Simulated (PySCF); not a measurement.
**Correlation energy of V⁻ (vanadium, charge -1)**

[Ar] 3d4 4s2, high-spin 5D determinant. All numbers are calculated (PySCF 2.14, scalar relativity by spin-free X2C-1e, in x2c-TZVPPall with one added diffuse shell each of s, p, d, f type (7s6p5d3f1g, 80 functions)). Frozen: [Ne]; 14 electrons correlated.

```csv
level,correlation energy (mhartree)
CCSD,-400.95
(T),-16.56
CCSD(T),-417.51
```

Diagnostics: T1 = 0.078, D1 = 0.3884, largest double amplitude 0.095.

**Question.** Is a single reference adequate?

**Answer.** Not fully. T1 exceeds 0.03, a sign that the reference determinant is poor.

This basis was not built for core-valence correlation, so the inner-shell part is incomplete.
